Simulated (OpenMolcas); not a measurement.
# GeH3O2F (SMILES [OH][GeH]([OH])[F]): methods side by side

GeH3O2F: 7 atoms, total charge 0, spin state singlet. As SMILES, `[OH][GeH]([OH])[F]`. The coordinates come from a PBE0-D4/def2-TZVP relaxation. This is one conformer, not always the lowest.

```xyz
7

O    -0.3529    1.1403   -0.8593
Ge   -0.1075   -0.0268    0.4324
O     1.5182   -0.6560    0.3076
F    -1.2603   -1.2845    0.1132
H    -1.2092    1.0418   -1.2839
H    -0.3314    0.4858    1.8475
H     1.8044   -0.7687   -0.6031
```

Each level gives the energy change with the Ge2–F4 bond stretched from 1.736 to 3.124 Å (eV). The values are calculated.

```json
{"level": "HF/def2-SVP (unrestricted)", "kind": "Hartree–Fock", "program": "OpenMolcas", "value (eV)": "4.21", "less CCSD(T)/def2-SVP": "-0.55", "CPU time (all runs)": "23 s"}
{"level": "SVWN5/def2-SVP (restricted)", "kind": "LDA", "program": "OpenMolcas", "value (eV)": "4.59", "less CCSD(T)/def2-SVP": "-0.17", "CPU time (all runs)": "40 s"}
{"level": "revPBE/def2-SVP (restricted)", "kind": "GGA", "program": "OpenMolcas", "value (eV)": "3.97", "less CCSD(T)/def2-SVP": "-0.79", "CPU time (all runs)": "58 s"}
{"level": "M06-L/def2-SVP (restricted)", "kind": "meta-GGA", "program": "OpenMolcas", "value (eV)": "4.35", "less CCSD(T)/def2-SVP": "-0.41", "CPU time (all runs)": "64 s"}
{"level": "M06-2X/def2-SVP (restricted)", "kind": "hybrid meta-GGA", "program": "OpenMolcas", "value (eV)": "5.22", "less CCSD(T)/def2-SVP": "+0.46", "CPU time (all runs)": "60 s"}
{"level": "PBE0/def2-SVP (restricted)", "kind": "global hybrid", "program": "OpenMolcas", "value (eV)": "4.76", "less CCSD(T)/def2-SVP": "0.00", "CPU time (all runs)": "46 s"}
{"level": "B2PLYP/def2-SVP (restricted)", "kind": "double hybrid", "program": "OpenMolcas", "value (eV)": "4.67", "less CCSD(T)/def2-SVP": "-0.09", "CPU time (all runs)": "37 s"}
{"level": "CCSD(T)/def2-SVP (restricted)", "kind": "coupled cluster or CI", "program": "OpenMolcas", "value (eV)": "4.76", "less CCSD(T)/def2-SVP": "0.00", "CPU time (all runs)": "3.8 min"}
```

Differences are taken from CCSD(T)/def2-SVP (restricted) for orientation; it has basis-set and higher-order errors of its own. At this stretch a single reference begins to fail. All-electron rows without a relativistic Hamiltonian named are non-relativistic. The first shape isn't each level's own minimum. The values span 3.97 to 5.22 eV. Spin contamination of the reference (⟨S²⟩ at least 0.1 too high) touches HF/def2-SVP. In the correlated wave-function rows the outer d shell of Ge is correlated, in sets not made for it. CPU times are rough (shared hosts, several kinds of processor): they show what a rung costs within a factor of a few.
